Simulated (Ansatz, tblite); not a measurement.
Spin states of Ca3, each relaxed with PBE0/def2-TZVP in Ansatz. Electronic energies in the gas phase.

The 6-31G sets use Cartesian d functions. The xTB rows come from tblite. B3LYP takes the VWN-RPA correlation. Correlated methods freeze 15 core orbitals; core or outer-core shells of Ca are correlated, in sets that lack core-valence functions. The structure comes from a short search, and lower isomers may exist.

Singlet geometry (D3h within 0.1 Å):

```xyz
3

Ca   -1.762    0.880   -1.121
Ca    2.065    0.910   -0.236
Ca   -0.303   -1.790    1.357
```

Triplet geometry (C2v within 0.1 Å):

Cartesian coordinates in Å:
```
Ca -0.7272 1.5666 1.0997
Ca 1.5304 -1.3975 0.7761
Ca -0.8032 -0.1691 -1.8759
```

Quintet geometry (D3h within 0.1 Å):

Cartesian coordinates in Å:
```
Ca -0.2489 -0.8631 1.7876
Ca -1.0954 1.5975 -0.5008
Ca 1.3443 -0.7344 -1.2868
```

⟨S²⟩: triplet 2.10 at PBE0/def2-TZVP (pure 2.00), quintet 6.00 at PBE0/def2-TZVP (pure 6.00).

Run but left out: HF/6-31G (singlet: restricted singlet, unstable in another Hartree–Fock run and untested here); HF/def2-TZVP, HF/def2-TZVPP, r2SCAN/def2-TZVP (singlet: restricted singlet, unstable towards broken spin symmetry); r2SCANh/def2-TZVP, LC-ωPBE/def2-TZVP, MP2/def2-TZVP, MP2/def2-TZVPP, CCSD/def2-TZVPP, CCSD(T)/def2-TZVPP (triplet: ⟨S²⟩ 2.31 to 2.83, where a pure state has 2.00); GFN2-xTB (tight binding far off the other levels); MP2/def2-TZVP, MP2/def2-TZVPP (quintet: ⟨S²⟩ 6.26, where a pure state has 6.00).

Only these spin states were relaxed.

(1) Estimate which spin state lies lowest at each of these levels, and by how much: GFN1-xTB; LDA (SPW92)/def2-TZVP; PBE/def2-TZVP; B3LYP/6-31G; PBE0/def2-TZVP; CAM-B3LYP/def2-TZVP; ωB97M-V/def2-TZVP; RPA@PBE/def2-TZVP.

## Answers

(1) 
| level | triplet − singlet (kcal/mol) | quintet − singlet (kcal/mol) | lowest of these |
| --- | --- | --- | --- |
| GFN1-xTB | 71.0 | 160.1 | singlet |
| LDA (SPW92)/def2-TZVP | 11.5 | 22.8 | singlet |
| PBE/def2-TZVP | 10.6 | 22.9 | singlet |
| B3LYP/6-31G | 20.6 | 40.4 | singlet |
| PBE0/def2-TZVP | 11.8 | 26.0 | singlet |
| CAM-B3LYP/def2-TZVP | 17.3 | 35.4 | singlet |
| ωB97M-V/def2-TZVP | 22.7 | 43.6 | singlet |
| RPA@PBE/def2-TZVP | 28.8 | 58.4 | singlet |

Change of the quintet − singlet gap on mixing in exact exchange, in kcal/mol: PBE to PBE0 (25 % exact exchange) 3.1. The xTB methods have no term that favours high spin, so they put low spin too low.
